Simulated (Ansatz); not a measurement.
`CB(O)Br` + CH₃OH → `COB(O)Br` + CH₄ at 500 K and 1 bar (ligand exchange at a B–C bond).

Gas-phase electronic energies from Ansatz, PBE0-D4/def2-TZVP geometries. CCSD(T)/CBS adds triple-zeta CCSD(T) − MP2 to the extrapolated MP2 energy (def2 sets, frozen cores). This one scheme is used for every species. For Br outer-core shells are correlated without core-valence functions, which leaves a few kJ/mol of doubt a bond. Scalar relativity is left out up to krypton. Each species was taken in one conformer, which may not be the lowest.

```tsv
species	CCSD(T)/CBS energy (Eh)	H − E (kJ/mol)	S (J/(mol·K))
`CB(O)Br`	-2713.85644	184.3	364.9
CH₃OH	-115.61712	157.0	265.4
`COB(O)Br`	-2789.05740	206.0	395.9
CH₄	-40.46206	135.6	206.8
```

H − E and S are ideal-gas, rigid-rotor, harmonic terms from PBE0-D4/def2-TZVP, for one conformer and one mirror image of each species. 1 Eh = 2625.50 kJ/mol, R = 8.31446 J/(mol·K).

Q: By hand: ΔE, ΔH, ΔS and ΔG.

A: ΔE = (-2789.05740) + (-40.46206) − (-2713.85644) − (-115.61712) = -0.04590 Eh = -120.5 kJ/mol. Δ(H − E) = 206.0 + 135.6 − 184.3 − 157.0 = 0.3, so ΔH = -120.2 kJ/mol. ΔS = 395.9 + 206.8 − 364.9 − 265.4 = -27.6 J/(mol·K). ΔG = -120.2 − 500 × (-27.6)/1000 = -106.4 kJ/mol.

Q: By hand: the equilibrium constant, and the temperature at which ΔG would vanish if ΔH and ΔS stayed fixed.

A: log₁₀ K = −ΔG/(RT ln 10) = 11.1. ΔG = 0 at ΔH/ΔS = 4355 K, far beyond where these terms or the molecules hold.

ΔH outweighs TΔS. A doubt of 5 kJ/mol in ΔE shifts log₁₀ K by 0.5 here. Other conformers and mirror images would add mixing entropy, several J/(mol·K) or more a flexible species. These are equilibria of isolated gas molecules and say nothing of rates. Largest T1 diagnostic: 0.011 (customary marks: 0.02 for closed shells, 0.045 for open ones).
